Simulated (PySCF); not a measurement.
## How well do the runs reproduce experiment for CH6Ge?

**Measured values to compare with.**

From NIST CCCBDB Release 22 (SRD 101), experimental dipoles, for the gas: dipole moment (microwave Stark effect) 0.643 D.

The runs below try to reproduce these values; the comparison stands at the end.

CH6Ge.
SMILES with atom numbers: `[CH3:1][GeH3:2]` (hydrogens: H3, H4, H5 on C1; H6, H7, H8 on Ge2)

Geometry (PBE0-D3(BJ)/def2-SVP, Å), atoms numbered from 1 in this order:
```
atom  x, y, z in Å
C1    -0.7863    0.0705   -0.0627
Ge2    1.1613    0.2034   -0.0141
H3    -1.1494    0.1490   -1.0976
H4    -1.2410    0.8792    0.5274
H5    -1.1159   -0.8928    0.3514
H6     1.6771    0.0103    1.4255
H7     1.7943   -0.8784   -0.9112
H8     1.6185    1.5868   -0.5167
```

Runs made with PySCF (gas phase, on this PBE0-D3(BJ)/def2-SVP geometry; no spin–orbit coupling):

```json
{"level": "PBE0-D3(BJ)/def2-SVP, grid level 1", "job": "geometry optimisation from a GFN2-xTB start shaken at random", "basis functions": "76", "wall time": "5.4 s"}
```

Hardware: one thread of an Intel Xeon 6975P-C, shared host.

**Comparison with experiment**

**Dipole moment.** Measured: 0.643 D (NIST CCCBDB Release 22 (SRD 101), experimental dipoles).

```csv
level,computed (D),computed − measured (D),% (from the printed values)
PBE0-D3(BJ)/def2-SVP,0.730,+0.087,+14
```

The computed dipoles belong to one fixed geometry; measured ones are averaged over vibrations unless marked μe. Magnitudes are compared, not signs.

No measured geometry was used, and the causes of the misses weren't examined.
